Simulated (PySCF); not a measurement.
From computed data to an observable: chemical shift, span and skew from a shielding tensor

CH6AlFOSi, SMILES [CH3][Al]([F])[O][SiH3]. Atoms are numbered in the order given.

```xyz
11

Al     0.1353     0.3337     0.9005
F     -0.8310    -0.4391     2.0148
C      1.3447     1.7227     1.4781
H      1.9075     2.1577     0.6390
H      2.0678     1.3278     2.2102
H      0.7940     2.5333     1.9822
O     -0.0115    -0.1660    -0.7074
Si    -0.3928    -0.8682    -2.1480
H      0.1161    -0.0258    -3.2723
H     -1.8738    -1.0097    -2.2917
H      0.2316    -2.2227    -2.2455
```

Coordinates come from a PBE0-D3(BJ)/def2-SVP optimisation. Other conformers were not sampled.

GIAO shieldings from B3LYP/pcSseg-1 (PySCF), non-relativistic, no solvent. The symmetric part of the tensor of C3 has the principal values 194.4, 196.1, 206.3 ppm. The same nucleus in TMS has σ = 181.3 ppm at this level (PySCF, at its B3LYP-D3(BJ)/def2-TZVP geometry).

Q: Work out the isotropic shielding, the ¹³C shift against TMS, the span and the skew.

A: 
σ(iso) = (σ11 + σ22 + σ33)/3 = 198.9 ppm. δ = σ(ref) − σ(iso) = 181.3 − (198.9) = -17.6 ppm.
Span Ω = σ33 − σ11 = 11.9 ppm. Skew κ = 3(σ(iso) − σ22)/Ω = 0.71. Tumbling in solution averages the tensor to δ; in a static solid the shielding alone would spread this spin-1/2 line over Ω.
